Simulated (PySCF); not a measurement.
# Dipole polarisabilities along the alkaline earths, charge +1

Calculated with PySCF 2.14 for the ground configurations, without spin-orbit coupling: coupled response for Hartree-Fock and DFT. Mean α in bohr³, C₆ of like pairs in atomic units.

```csv
species,α UHF,α PBE,α PBE0,C₆ UHF,C₆ PBE,C₆ PBE0
"Be⁺ [He] 2s1 (x2c-QZVPPall with one added diffuse shell each of s, p type, spin-free X2C)",24.90,21.50,22.22,70.99,57.20,60.01
"Mg⁺ [Ne] 3s1 (x2c-QZVPPall with one added diffuse shell each of s, p, d, f type, spin-free X2C)",38.52,33.49,34.95,177.8,144.2,153.6
"Ca⁺ [Ar] 4s1 (x2c-QZVPPall with one added diffuse shell each of s, p, d, f type, spin-free X2C)",96.08,78.94,84.20,760.9,572.0,627.1
```

The values depend on the diffuse functions of the basis.
